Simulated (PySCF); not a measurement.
phosphorus nitride (NP), SMILES N#P. Coordinates come from a B3LYP-D3(BJ)/def2-TZVPD optimisation.

PySCF with TDDFT-PBE0/def2-TZVPD puts the lowest singlet excitations at 4.76, 5.04, 5.04, 5.17, 5.17, 7.75 eV and the lowest triplet (TDA) at 3.49 eV.

Q: What are the lowest singlet roots from EOM-CCSD/aug-cc-pVDZ (PySCF)? (Estimate from the structure and the level; the computed values follow.)

A: 5.37, 5.37, 5.57, 5.81, 5.81, 8.27 eV; triplets 3.74, 4.37, 4.37 eV. S1 differs by 0.62 eV (second minus first; roots are paired by order, and the bases may differ).
